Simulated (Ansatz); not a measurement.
C4H10Si2, SMILES C=C1CC[Si@H]1[SiH3]. Atoms are numbered in the order given.

```xyz
16

C     -1.6802     0.5575     1.8320
C     -1.2713     0.2110     0.6098
C     -1.8352     0.6163    -0.7600
C     -0.7718    -0.0114    -1.7258
Si     0.1275    -0.7635    -0.2081
Si     2.2967     0.0131     0.2523
H     -1.1682     0.2010     2.7316
H     -2.5464     1.2130     1.9900
H     -2.8380     0.1843    -0.9217
H     -1.9346     1.7096    -0.8732
H     -0.1894     0.7401    -2.2793
H     -1.1882    -0.7224    -2.4539
H      0.0715    -2.2537    -0.0783
H      2.6605    -0.2581     1.6762
H      2.3483     1.4883     0.0224
H      3.3156    -0.6384    -0.6265
```

Geometry optimised at B3LYP-D3(BJ)/def2-SVP. The structure was generated by enumeration; whether it is a known compound was not checked.

Two levels are set side by side: PBE-D3(BJ)/def2-SVP (Ansatz, a quantum-chemistry and plane-wave program) and B3LYP-D3(BJ)/def2-SVP (Ansatz). Each level has its own optimised geometry; the coordinates shown are those of the second. Differences are taken from unrounded values.

| quantity | B3LYP-D3(BJ) |
|---|---|
| mean bond length (Å) | 1.448 |
| bond C1–C2 (Å) | 1.335 |
| bond C2–C3 (Å) | 1.536 |
| bond C2–Si5 (Å) | 1.891 |
| bond C3–C4 (Å) | 1.568 |
| bond C4–Si5 (Å) | 1.918 |
| bond Si5–Si6 (Å) | 2.350 |
| bond C1–H7 (Å) | 1.095 |
| bond C1–H8 (Å) | 1.098 |
| bond C3–H9 (Å) | 1.104 |
| bond C3–H10 (Å) | 1.104 |
| bond C4–H11 (Å) | 1.100 |
| bond C4–H12 (Å) | 1.100 |
| bond Si5–H13 (Å) | 1.497 |
| bond Si6–H14 (Å) | 1.494 |
| bond Si6–H15 (Å) | 1.494 |
| bond Si6–H16 (Å) | 1.495 |

**Question.** What does PBE-D3(BJ) give, and how far is it from B3LYP-D3(BJ)? (The exact figures need the calculation; the answer reports its results.)

**Answer.** 
```tsv
quantity	PBE-D3(BJ)	PBE-D3(BJ) minus B3LYP-D3(BJ)
mean bond length (Å)	1.456	0.008
bond C1–C2 (Å)	1.343	0.008
bond C2–C3 (Å)	1.533	-0.002
bond C2–Si5 (Å)	1.899	0.008
bond C3–C4 (Å)	1.566	-0.002
bond C4–Si5 (Å)	1.925	0.007
bond Si5–Si6 (Å)	2.353	0.003
bond C1–H7 (Å)	1.102	0.008
bond C1–H8 (Å)	1.106	0.008
bond C3–H9 (Å)	1.113	0.009
bond C3–H10 (Å)	1.112	0.009
bond C4–H11 (Å)	1.108	0.008
bond C4–H12 (Å)	1.107	0.007
bond Si5–H13 (Å)	1.511	0.014
bond Si6–H14 (Å)	1.507	0.013
bond Si6–H15 (Å)	1.506	0.013
bond Si6–H16 (Å)	1.508	0.013
```

Exact exchange shortens and stiffens bonds; PBE has none. Differences between two approximate levels are no errors against the true value.
